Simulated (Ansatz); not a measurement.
C₂H₄BN, SMILES `BC1C=N1`, relaxed with RKS PBE-D4/def2-SVP in Ansatz from a rough embedded geometry. The force threshold is 0.03 eV/Å; the program also tests the step.

Charge 0, multiplicity 1.

Start:

```xyz
8

B     0.126    1.142   -0.130
C     0.007   -0.237    0.499
C    -0.118   -1.220   -0.430
N    -1.213   -0.784    0.419
H     1.212    1.603   -0.479
H    -0.816    1.914   -0.259
H     0.499   -0.525    1.482
H     0.303   -1.893   -1.102
```

```csv
step,energy (eV),largest force (eV/Å),largest move (Å)
1,-4291.1233,7.359,0.000
2,-4292.7971,3.990,0.155
3,-4293.2098,4.373,0.188
4,-4293.4374,0.533,0.122
5,-4293.5506,0.738,0.199
6,-4293.6101,0.540,0.196
7,-4293.6342,0.286,0.159
8 (rejected),-4293.6317,0.174,0.046
9,-4293.6402,0.051,0.022
10,-4293.6405,0.070,0.029
11,-4293.6409,0.040,0.007
12,-4293.6409,0.043,0.008
13,-4293.6411,0.020,0.005
```

End:

```xyz
8

B     0.207    1.263   -0.082
C     0.192   -0.166    0.472
C    -0.340   -1.288   -0.359
N    -1.211   -0.980    0.480
H     1.108    2.027    0.212
H    -0.671    1.621   -0.845
H     0.859   -0.479    1.298
H    -0.143   -1.999   -1.176
```

Run time 15 s (2 threads of an Arm Neoverse V1 on a shared host); peak host memory 0.13 GiB.
